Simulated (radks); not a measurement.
Bi+, 82 electrons, occupied as [Hg] 6p2 (the NIST ground configuration).

Calculated with a radial shooting solver on a logarithmic mesh with Libxc functionals: Dirac Kohn-Sham, PBE, spin-unpolarised, spherical densities, finite nucleus; open shells fill j = l - 1/2 first; Fermi nuclear charge, rms radius 5.5211 fm.

Energy parts (eV):
| part | energy |
|---|---|
| total | -587077.11 |
| kinetic | 685719.67 |
| electron-nucleus | -1487165.93 |
| Hartree | 225208.54 |
| exchange-correlation | -10839.38 |

Orbitals (lengths in bohr, moments of r in powers of bohr; <r^-3> diverges for s and p1/2):
orbital,occ.,eigenvalue (eV),<r^-3>
1s1/2,2,-90458.31,-
2s1/2,2,-16245.35,-
2p1/2,2,-15616.08,-
2p3/2,4,-13296.69,24410
3s1/2,2,-3926.297,-
3p1/2,2,-3640.200,-
3p3/2,4,-3120.897,5794
3d3/2,4,-2649.337,1019
3d5/2,6,-2539.226,826.8
4s1/2,2,-906.4948,-
4p1/2,2,-781.7499,-
4p3/2,4,-653.7796,1435
4d3/2,4,-450.2207,229.8
4d5/2,6,-426.3313,182.1
5s1/2,2,-164.1972,-
4f5/2,6,-162.2000,40.64
4f7/2,8,-156.7097,38.46
5p1/2,2,-120.9169,-
5p3/2,4,-96.2841,272.2
5d3/2,4,-35.8844,29.62
5d5/2,6,-32.8876,22.82
6s1/2,2,-21.3136,-
6p1/2,2,-12.5442,-
6p3/2,0,-10.3131,23.66

The highest occupied level is 6p1/2 at -12.544 eV. The density falls to 0.001 e/bohr^3 at r = 4.22 bohr. Summed over all electrons, <r^2> = 58.39 bohr^2, which gives a Langevin (diamagnetic) susceptibility term of -46.2 x 10^-6 cm^3/mol.
